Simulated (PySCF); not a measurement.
Mg(SeH)(SiMe3) (C3H10MgSeSi), SMILES C[Si](C)(C)[Mg][SeH]. Atoms are numbered in the order given.

```xyz
16

Mg    -0.1725     0.4282     0.0473
Se    -1.0846     2.6867     0.3236
H     -0.8283     2.5974     1.7727
Si     0.7881    -1.9630    -0.2667
C     -0.4596    -3.1083    -1.1238
C      1.2324    -2.7570     1.3995
C      2.3640    -1.9490    -1.3247
H     -0.0279    -4.1169    -1.2425
H     -1.3885    -3.2068    -0.5402
H     -0.7294    -2.7388    -2.1257
H      0.3517    -2.8467     2.0549
H      1.9953    -2.1730     1.9380
H      1.6367    -3.7712     1.2393
H      3.1576    -1.3402    -0.8637
H      2.1738    -1.5467    -2.3322
H      2.7514    -2.9759    -1.4402
```
Charge 0, spin multiplicity 1.

Geometry optimised at PBE0-D3(BJ)/def2-SVP. The values are those of a single conformer.

These are B3LYP/pcSseg-1 (PySCF) values and carry that method's errors.

GIAO shieldings, no solvent; atoms alike by connectivity are averaged. δ = σ(ref) − σ: ⁷⁷Se against Me2Se (σ = 1647.9 ppm); ¹H against TMS (σ = 31.68 ppm); ²⁹Si against TMS (σ = 338.7 ppm); ¹³C against TMS (σ = 181.3 ppm), references at their B3LYP-D3(BJ)/def2-TZVP geometries, non-relativistic.

Computed chemical shifts:
```csv
nucleus,atoms,count,δ (ppm)
⁷⁷Se,Se2,1,-624.6
¹H,"H8, H9, H10, H11, H12, H13, H14, H15, H16",9,0.55
¹H,H3,1,-1.25
²⁹Si,Si4,1,-9.4
¹³C,"C5, C6, C7",3,7.1
```
